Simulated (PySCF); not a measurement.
**From computed data to an observable: oscillator strength and radiative lifetime**

C3H10FNSi, SMILES CN(C)C[SiH2]F.

Geometry optimised at B3LYP-D3(BJ)/def2-SVP. The structure was generated by enumeration, and PubChem lists no compound with its InChIKey, so it may never have been made. Other conformers were not sampled.

TDA-CAM-B3LYP/def2-SVPD run with PySCF puts the first singlet state with f over 0.02 at 6.01 eV (vertical), with the transition dipole (-0.087, 0.116, 0.424) in atomic units.

Question: Find the oscillator strength, the wavelength and the radiative lifetime that this transition would have in vacuum if emission retraced absorption.

Answer: 
|μ|² = 0.2008 au, so |μ| = 1.14 D. ΔE = 6.01/27.211 = 0.2209 hartree. f = (2/3) ΔE |μ|² = 0.030 (the program prints 0.030).
λ = 1239.84/6.01 = 206 nm; ν = 48474 cm⁻¹.
Einstein's coefficient A = 0.6670 ν² f s⁻¹ (ν in cm⁻¹) = 4.6e7 s⁻¹, so τ = 1/A = 22 ns. This state is S1. The figure is the radiative limit of this one transition; relaxation, internal conversion, crossing to triplets and a medium change what is measured.
